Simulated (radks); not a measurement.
Results of a calculation; reference values are marked as such.
Isoelectronic series with 26 electrons, each ion in its NIST ground configuration. Level of theory: scalar-relativistic Kohn-Sham, SCAN, spin-polarised, spherical densities, finite nucleus; open shells are filled with parallel spins first (spin-orbit coupling, left out, can overturn this in heavy ions); meta-GGA in the generalised Kohn-Sham scheme; Fermi nuclear charge, rms radius of each element as measured or else 0.836 A^(1/3) + 0.57 fm (a radial shooting solver on a logarithmic mesh with Libxc functionals). Total energies (hartree) and mean radii <r> (bohr):

| ion | configuration | E (hartree) | 3d down | 3d up | 3p down | 3p up |
|---|---|---|---|---|---|---|
| Cu3+ | [Ar] 3d8 | -1652.79294 | 0.8635 | 0.8455 | 0.7378 | 0.7344 |
| Ge6+ | [Ar] 3d8 | -2087.88563 | 0.6578 | 0.6505 | 0.6285 | 0.6258 |
| Br9+ | [Ar] 3d8 | -2578.12907 | 0.5412 | 0.5370 | 0.5451 | 0.5430 |
| Sr12+ | [Ar] 3d8 | -3123.98783 | 0.4626 | 0.4599 | 0.4806 | 0.4790 |
| Nb15+ | [Ar] 3d8 | -3726.08539 | 0.4051 | 0.4032 | 0.4295 | 0.4282 |
| Ru18+ | [Ar] 3d8 | -4385.16043 | 0.3609 | 0.3595 | 0.3880 | 0.3869 |
| Ag21+ | [Ar] 3d8 | -5102.06176 | 0.3257 | 0.3246 | 0.3537 | 0.3528 |
| Sn24+ | [Ar] 3d8 | -5877.73297 | 0.2968 | 0.2960 | 0.3248 | 0.3240 |
| I27+ | [Ar] 3d8 | -6713.23120 | 0.2728 | 0.2720 | 0.3001 | 0.2995 |
| Ba30+ | [Ar] 3d8 | -7609.7268 | 0.2523 | 0.2517 | 0.2788 | 0.2782 |
| Pr33+ | [Ar] 3d8 | -8568.5180 | 0.2347 | 0.2342 | 0.2602 | 0.2597 |
| Sm36+ | [Ar] 3d8 | -9590.9988 | 0.2194 | 0.2190 | 0.2438 | 0.2434 |
| Tb39+ | [Ar] 3d8 | -10678.8242 | 0.2060 | 0.2056 | 0.2292 | 0.2289 |
| Er42+ | [Ar] 3d8 | -11833.6128 | 0.1941 | 0.1938 | 0.2162 | 0.2159 |
| Lu45+ | [Ar] 3d8 | -13057.3700 | 0.1835 | 0.1832 | 0.2045 | 0.2042 |
| W48+ | [Ar] 3d8 | -14352.2917 | 0.1739 | 0.1737 | 0.1939 | 0.1937 |
| Ir51+ | [Ar] 3d8 | -15720.6544 | 0.1653 | 0.1651 | 0.1843 | 0.1840 |
